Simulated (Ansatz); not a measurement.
Reaction (ligand exchange at a B–Cl bond): `FB(Cl)Br` + H–F → `FB(F)Br` + HCl

Isolated molecules relaxed with PBE0-D4/def2-TZVP in Ansatz; ΔE leaves out vibrations. CCSD(T)/CBS adds triple-zeta CCSD(T) − MP2 to the extrapolated MP2 energy (def2 sets, frozen cores). This one scheme is used for every species. DFT in def2-TZVPP. HSE06 is defined as in plane-wave codes. For Br outer-core shells are correlated without core-valence functions, which leaves a few kJ/mol of doubt a bond. Scalar relativity is left out up to krypton.

`FB(Cl)Br`:

Z-matrix (Å, degrees):
```
B
F 1 1.309
Br 1 1.903 2 119.0
Cl 1 1.737 2 119.4 3 -180.0
```

H–F:

Cartesian coordinates in Å:
```
F -0.335 -0.224 -0.222
H 0.335 0.224 0.222
```

`FB(F)Br`:

Cartesian coordinates in Å:
```
F 1.252 -0.080 0.593
B 0.062 0.104 0.080
F -0.560 1.235 0.295
Br -0.754 -1.259 -0.968
```

HCl:

Cartesian coordinates in Å:
```
Cl -0.274 -0.509 -0.273
H 0.274 0.509 0.273
```

CCSD(T)/CBS gives -58.3 kJ/mol.

Problem. Another level gave -64.1 kJ/mol. Which?
A. BHLYP-D4/def2-TZVPP
B. HSE06-D4/def2-TZVPP
C. ωB97M-V/def2-TZVPP
D. HF/def2-TZVPP

Solution. C. ωB97M-V -64.1, HSE06-D4 -57.3, BHLYP-D4 -69.1, HF/def2-TZVPP -82.1 kJ/mol.

Largest T1 diagnostic among the species: 0.011.

Leaving LDA and LC-ωPBE aside and taking each functional with its dispersion term where it has one, the values, not all of them listed here, spread over 18.9 kJ/mol, from CAM-B3LYP-D4 to revPBE-D4. At CCSD(T), def2-SVP lies −14.3 kJ/mol from the extrapolated value and def2-TZVPP −5.1 kJ/mol. From BLYP to BHLYP (50 % exact exchange), in def2-TZVPP and without D4, ΔE moves by −5.5 kJ/mol.
